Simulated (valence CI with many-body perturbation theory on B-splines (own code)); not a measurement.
Ga17+: electric-dipole lines

Method: valence CI with perturbative core correlation (CI+MBPT): four valence electrons over a frozen Dirac-Fock core [Ne], radial functions for each j: 11 s, 11 p, 10 d, 8 f, 5 g, 2 h, with the one-electron correlation potential Σ1, the two-electron term Σ2, the three-electron term Σ3, Breit, model QED; selected CI, second order for the rest, scaled by the run's own slope (own B-spline code, finite nucleus).

No measured spectrum was set against this ion. As an estimate, levels of excited configurations hold to 0.05 to 0.15 % of their energy, terms of the ground configuration to about 0.5 %. Among the levels kept, up to 810 cm⁻¹ of a level comes from second order outside the variational space, and about a tenth of that is noise between levels of different J, which matters for small intervals.

Lines 51 to 100 of 562 in falling wavelength, among levels below 1662500 cm⁻¹, chosen from the strongest by gf and those to the six lowest levels. Wavelengths and rates use the calculated energies, so an error of 300 cm⁻¹ moves a line at 24.00 nm by 0.072 % and its rate by three times that or more. Electric multipoles are in the length gauge, E1 and E2 with the static RPA response of the core. Weak lines are less certain than strong ones. Lines between different terms over intervals too small for the method are left out, as are lines whose strength nearly cancels. Where a level lies close to another of its J and parity, the split of strength between their lines is uncertain. The highest levels of a list are the least certain.

Names give the largest LS component (configuration and term), which can be under half, so a name can repeat, a term be missing and a line seem to break the LS rules; names also repeat where a configuration has a term twice. Letters in brackets count levels of one name in rising energy.

| λ vac (nm) | Upper | Lower | A (s⁻¹) | S (a.u.) with core polarisation | S without |
| --- | --- | --- | --- | --- | --- |
| 24.00 | 3p³3d ⁵D°_2 | 3s3p²3d ⁵P_2 | 5.01e+09 | 1.71e-01 | 1.77e-01 |
| 23.97 | 3p³3d ³F°_2 [a] | 3s3p²3d ³F_3 [a] | 2.98e+09 | 1.01e-01 | 1.04e-01 |
| 23.92 | 3p⁴ ³P_2 | 3s3p³ ³D°_3 | 7.47e+09 | 2.52e-01 | 2.61e-01 |
| 23.86 | 3p³3d ⁵D°_4 [a] | 3s3p²3d ⁵P_3 | 2.94e+09 | 1.77e-01 | 1.83e-01 |
| 23.83 | 3p³3d ³F°_4 | 3s3p²3d ³F_4 [b] | 3.29e+09 | 1.98e-01 | 2.04e-01 |
| 23.82 | 3p³3d ³D°_2 [b] | 3s3p²3d ³F_3 [b] | 3.49e+09 | 1.16e-01 | 1.20e-01 |
| 23.66 | 3s3p²3d ³G_5 | 3s²3p3d ³F°_4 | 1.06e+10 | 7.60e-01 | 7.85e-01 |
| 23.53 | 3s3p²3d ³D_3 [b] | 3s²3p3d ¹D°_2 | 2.00e+09 | 8.98e-02 | 9.28e-02 |
| 23.46 | 3p³3d ⁵D°_3 | 3s3p²3d ⁵P_2 | 2.65e+09 | 1.18e-01 | 1.22e-01 |
| 23.40 | 3p³3d ¹G°_4 | 3s3p²3d ³G_3 | 1.66e+09 | 9.44e-02 | 9.74e-02 |
| 23.33 | 3p³3d ³F°_3 [b] | 3s3p²3d ³F_3 [b] | 1.99e+09 | 8.72e-02 | 8.99e-02 |
| 23.33 | 3p⁴ ³P_2 | 3s3p³ ³D°_2 | 2.54e+09 | 7.95e-02 | 8.21e-02 |
| 23.32 | 3s3p²3d ³F_3 [c] | 3s²3p3d ³D°_2 | 2.33e+09 | 1.02e-01 | 1.05e-01 |
| 23.30 | 3s3p³ ³S°_1 | 3s²3p² ¹S_0 | 8.52e+08 | 1.59e-02 | 1.65e-02 |
| 23.22 | 3s3p³ ¹D°_2 | 3s²3p² ¹D_2 | 7.43e+09 | 2.29e-01 | 2.37e-01 |
| 23.07 | 3p³3d ⁵D°_3 | 3s3p²3d ⁵P_3 | 3.51e+09 | 1.49e-01 | 1.54e-01 |
| 23.07 | 3p³3d ⁵D°_3 | 3s3p²3d ³F_4 [a] | 5.51e+09 | 2.34e-01 | 2.41e-01 |
| 22.99 | 3s3p³ ³P°_1 | 3s²3p² ³P_2 | 8.68e+08 | 1.56e-02 | 1.61e-02 |
| 22.96 | 3p³3d ⁵D°_4 [b] | 3s3p²3d ⁵P_3 | 1.89e+09 | 1.02e-01 | 1.05e-01 |
| 22.96 | 3p³3d ⁵D°_4 [b] | 3s3p²3d ³F_4 [a] | 5.56e+09 | 2.99e-01 | 3.09e-01 |
| 22.90 | 3s3p3d² ³D°_3 | 3s3p²3d ³D_3 [d] | 3.50e+09 | 1.45e-01 | 1.50e-01 |
| 22.89 | 3s3p³ ³P°_2 | 3s²3p² ³P_2 | 6.55e+09 | 1.94e-01 | 2.00e-01 |
| 22.66 | 3p³3d ³D°_2 [a] | 3s3p²3d ³F_3 [a] | 3.12e+09 | 8.95e-02 | 9.24e-02 |
| 22.65 | 3s3p²3d ³G_4 | 3s²3p3d ³F°_3 | 1.20e+10 | 6.21e-01 | 6.41e-01 |
| 22.62 | 3p³3d ³P°_2 [a] | 3s3p²3d ³D_3 [a] | 5.71e+09 | 1.63e-01 | 1.68e-01 |
| 22.59 | 3p³3d ³F°_2 [b] | 3s3p²3d ³F_2 [b] | 4.08e+09 | 1.16e-01 | 1.20e-01 |
| 22.49 | 3p³3d ³D°_3 [a] | 3s3p²3d ³F_3 [a] | 4.01e+09 | 1.58e-01 | 1.63e-01 |
| 22.47 | 3s3p²3d ³F_3 [c] | 3s²3p3d ¹D°_2 | 2.83e+09 | 1.11e-01 | 1.14e-01 |
| 22.34 | 3p³3d ¹D°_2 [b] | 3s3p²3d ¹D_2 [a] | 6.30e+09 | 1.73e-01 | 1.79e-01 |
| 22.25 | 3s3p³ ³P°_0 | 3s²3p² ³P_1 | 7.57e+09 | 4.11e-02 | 4.25e-02 |
| 22.17 | 3s3p²3d ³G_3 | 3s²3p3d ³F°_2 | 1.18e+10 | 4.45e-01 | 4.59e-01 |
| 22.11 | 3p³3d ³F°_3 [a] | 3s3p²3d ⁵D_4 | 5.26e+09 | 1.96e-01 | 2.03e-01 |
| 22.09 | 3s3p³ ³P°_1 | 3s²3p² ³P_1 | 4.92e+09 | 7.85e-02 | 8.11e-02 |
| 22.04 | 3p³3d ³D°_2 [a] | 3s3p²3d ³F_2 [a] | 3.57e+09 | 9.45e-02 | 9.75e-02 |
| 22.03 | 3s3p3d² ⁵D°_3 [b] | 3s3p²3d ³F_4 [b] | 2.28e+09 | 8.40e-02 | 8.67e-02 |
| 22.00 | 3s3p³ ³P°_2 | 3s²3p² ³P_1 | 2.02e+08 | 5.32e-03 | 5.50e-03 |
| 21.90 | 3s3p²3d ³F_4 [c] | 3s²3p3d ³D°_3 | 1.54e+10 | 7.17e-01 | 7.40e-01 |
| 21.88 | 3p³3d ³D°_1 [a] | 3s3p²3d ³F_2 [a] | 6.66e+09 | 1.03e-01 | 1.07e-01 |
| 21.81 | 3p³3d ³D°_1 [c] | 3s3p²3d ³F_2 [c] | 5.96e+09 | 9.16e-02 | 9.45e-02 |
| 21.77 | 3s3p3d² ³H°_5 | 3s3p²3d ³F_4 [c] | 1.98e+09 | 1.11e-01 | 1.14e-01 |
| 21.72 | 3p³3d ³F°_4 | 3s3p²3d ¹F_3 [a] | 2.47e+09 | 1.12e-01 | 1.16e-01 |
| 21.64 | 3s3p²3d ³D_2 [a] | 3s²3p3d ³F°_2 | 3.20e+09 | 8.00e-02 | 8.26e-02 |
| 21.62 | 3p³3d ³G°_5 | 3s3p²3d ³F_4 [a] | 3.40e+09 | 1.87e-01 | 1.92e-01 |
| 21.59 | 3p³3d ³F°_2 [b] | 3s3p²3d ³D_1 [a] | 5.23e+09 | 1.30e-01 | 1.34e-01 |
| 21.47 | 3p³3d ⁵D°_4 [a] | 3s3p²3d ⁵D_4 | 8.85e+09 | 3.89e-01 | 4.02e-01 |
| 21.43 | 3s3p²3d ³F_2 [c] | 3s²3p3d ³D°_1 | 1.25e+10 | 3.03e-01 | 3.12e-01 |
| 21.42 | 3p³3d ³F°_3 [b] | 3s3p²3d ³D_2 [a] | 6.35e+09 | 2.16e-01 | 2.22e-01 |
| 21.23 | 3p³3d ³F°_3 [b] | 3s3p²3d ³G_4 | 1.07e+10 | 3.53e-01 | 3.65e-01 |
| 21.20 | 3p³3d ³D°_3 [a] | 3s3p²3d ⁵D_4 | 2.65e+09 | 8.73e-02 | 9.02e-02 |
| 21.11 | 3p³3d ⁵D°_4 [a] | 3s3p²3d ⁵D_3 | 2.14e+09 | 8.95e-02 | 9.25e-02 |
